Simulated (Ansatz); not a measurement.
Geometry optimisation, RKS BHLYP/def2-SVP (Ansatz 0.2.0).

input.yaml

```yaml
crystal:
  periodic: [false, false, false]
  atoms:
    - { symbol: B, position_ang: [-2.178, 0.7463, 0.6736] }
    - { symbol: O, position_ang: [-2.0307, -0.6567, 0.7391] }
    - { symbol: Al, position_ang: [-0.9389, -1.0589, -0.6717] }
    - { symbol: C, position_ang: [1.1396, -1.1084, -0.3825] }
    - { symbol: Ge, position_ang: [1.7004, 0.6161, 0.1905] }
    - { symbol: H, position_ang: [-3.1377, 1.2471, 0.0494] }
    - { symbol: H, position_ang: [-1.4964, 1.523, 1.274] }
    - { symbol: H, position_ang: [-1.4765, -1.3805, -2.1011] }
    - { symbol: H, position_ang: [1.5667, -1.3723, -1.2907] }
    - { symbol: H, position_ang: [1.3098, -1.8772, 0.416] }
    - { symbol: H, position_ang: [1.0599, 0.9638, 1.6046] }
    - { symbol: H, position_ang: [3.2611, 0.5975, 0.36] }
    - { symbol: H, position_ang: [1.2414, 1.7255, -0.8464] }
basis:
  gaussian: { orbitals: def2-SVP }
hamiltonian:
  xc: { name: BHLYP }
relax:
  f_tol: 0.015
  max_steps: 40
```

Run as:

```bash
$ ansatz run input.yaml --threads 2 --pin off --max-ram 3072MiB --backend cpu --events-out ev --progress --plain --runs-dir out
```

Where does it end, and by what steps?

The run converged. After 17 steps the energy has fallen by 1.376 eV; H7 moved furthest, 1.69 Å.

| step | energy less start (eV) | largest force component (eV/Å) | accepted |
| --- | --- | --- | --- |
| 0 | 0.0000 | 3.535 | yes |
| 1 | -0.4983 | 2.149 | yes |
| 2 | -0.7996 | 1.946 | yes |
| 3 | -0.9689 | 1.194 | yes |
| 4 | -1.0928 | 0.810 | yes |
| 5 | -1.1896 | 0.329 | yes |
| 6 | -1.2388 | 0.514 | yes |
| 7 | -1.2617 | 0.313 | yes |
| 8 | -1.2920 | 0.117 | yes |
| 9 | -1.2947 | 0.639 | yes |
| 10 | -1.3389 | 0.122 | yes |
| 11 | -1.3579 | 0.095 | yes |
| 12 | -1.3621 | 0.399 | yes |
| 13 | -1.3744 | 0.045 | yes |
| 14 | -1.3746 | 0.126 | yes |
| 15 | -1.3756 | 0.050 | yes |
| 16 | -1.3757 | 0.041 | yes |
| 17 | -1.3759 | 0.009 | yes |

```xyz
13
Properties=species:S:1:pos:R:3
B -2.515 0.942 0.694
O -1.752 0.031 0.096
Al -0.796 -1.142 -0.675
C 1.128 -1.062 -0.468
Ge 1.897 0.625 0.155
H -2.815 1.952 0.107
H -2.902 0.755 1.821
H -1.566 -2.225 -1.506
H 1.599 -1.332 -1.421
H 1.430 -1.846 0.240
H 1.379 0.955 1.560
H 3.429 0.544 0.206
H 1.504 1.768 -0.791
```

Whether the end is a true minimum wasn't checked by a vibrational analysis.

Run time: 100 s on 2 threads of Arm Neoverse V1, on a shared host, peak memory 0.35 GiB.
